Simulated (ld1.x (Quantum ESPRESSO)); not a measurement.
Transferability test, PAW potential for Ga

```json
{
  "Element": "Ga",
  "Generator": "ld1.x (Quantum ESPRESSO) 7.5",
  "Type": "PAW",
  "Functional": "LDA (PZ)",
  "Relativity": "scalar-relativistic",
  "Frozen core": "[Ar] 3d10",
  "Valence charge": "3",
  "Reference configuration": "4s2 4p1",
  "Partial waves": "4s (bound): rcut 1.70, rcutus 2.05 bohr; 4s channel at 1.2 Ry: rcut 1.70, rcutus 2.05 bohr; 4p (bound): rcut 2.45, rcutus 2.65 bohr; 4p channel at 0.5 Ry: rcut 2.45, rcutus 2.65 bohr",
  "Local potential": "all-electron potential smoothed inside 1.55 bohr (lloc = -2)",
  "Core correction": "Bessel-smoothed model core, default radius (core density twice the valence density)",
  "Augmentation charge": "PSQ, inside the norm-conserving radii"
}
```

Energies are relative to the spin-unpolarised reference configuration 4s2 4p1; without spin polarisation the order of configurations can differ from experiment. Spin-polarised rows fill each open shell by Hund’s rule, majority spin first.

**Question.** Give the all-electron excitation energy and the error of the potential for: 4s2 4p0; 4s1 4p0; 4s2 4p0.5; 4s0 4p3; 4s1 4p1; 4s2 4p1.3; 4s1 4p2; 4s2 4p1 (spin-polarised); 4s1 4p0 (spin-polarised).

**Answer.**

```json
{"valence configuration": "4s2 4p0", "charge": "+1", "ΔE all-electron (eV)": "5.888", "error AE − PS (meV)": "-13"}
{"valence configuration": "4s1 4p0", "charge": "+2", "ΔE all-electron (eV)": "27.391", "error AE − PS (meV)": "-204"}
{"valence configuration": "4s2 4p0.5", "charge": "+0.5", "ΔE all-electron (eV)": "2.120", "error AE − PS (meV)": "-2.0"}
{"valence configuration": "4s0 4p3", "charge": "0", "ΔE all-electron (eV)": "13.544", "error AE − PS (meV)": "-64"}
{"valence configuration": "4s1 4p1", "charge": "+1", "ΔE all-electron (eV)": "13.338", "error AE − PS (meV)": "-55"}
{"valence configuration": "4s2 4p1.3", "charge": "-0.3", "ΔE all-electron (eV)": "-0.578", "error AE − PS (meV)": "-0.1"}
{"valence configuration": "4s1 4p2", "charge": "0", "ΔE all-electron (eV)": "6.612", "error AE − PS (meV)": "-17"}
{"valence configuration": "4s2 4p1 (spin-polarised)", "charge": "0", "ΔE all-electron (eV)": "-0.134", "error AE − PS (meV)": "-1.3"}
{"valence configuration": "4s1 4p0 (spin-polarised)", "charge": "+2", "ΔE all-electron (eV)": "27.084", "error AE − PS (meV)": "-222"}
```
